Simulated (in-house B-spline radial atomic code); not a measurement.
A fraction x of an electron is removed from 2s in the nitrogen ion N⁴⁺, starting from [He] 2s1 and keeping the highest spin. Level of theory: non-relativistic LDA exchange-only, spin-polarised, spherical fractional occupations, point nucleus; calculated with an all-electron radial atomic-structure program (B-spline basis).

```
   x  E(x) - E(0) (eV)  2s up level (eV)
   0            0.0000           -88.047
0.04            3.5369           -88.799
0.18           16.1519           -91.408
0.34           31.0121           -94.332
0.45           41.4967           -96.286
 0.5           46.3327           -97.153
0.52           48.2792           -97.495
0.65           61.0943           -99.634
0.85           81.3127          -102.388
0.96           92.6228          -103.007
   1           96.7320                 -
```

The exact functional would give a straight line between the two integer points. Deviations E(x) - E(0) - x[E(1) - E(0)], in eV: -0.332 at x = 0.04, -1.26 at x = 0.18, -1.877 at x = 0.34, -2.033 at x = 0.45, -2.033 at x = 0.5, -2.021 at x = 0.52, -1.782 at x = 0.65, -0.909 at x = 0.85, -0.24 at x = 0.96.

The curve lies below the straight line by up to 2.033 eV (at x = 0.45): convex, the delocalisation error that favours fractional charges.

Task: How well does Slater's transition state (minus the level at half occupation) give the ionisation energy?

Result: It gives 97.153 eV against 96.732 eV from the two total energies; NIST lists 97.89 eV, ground level to ground level.
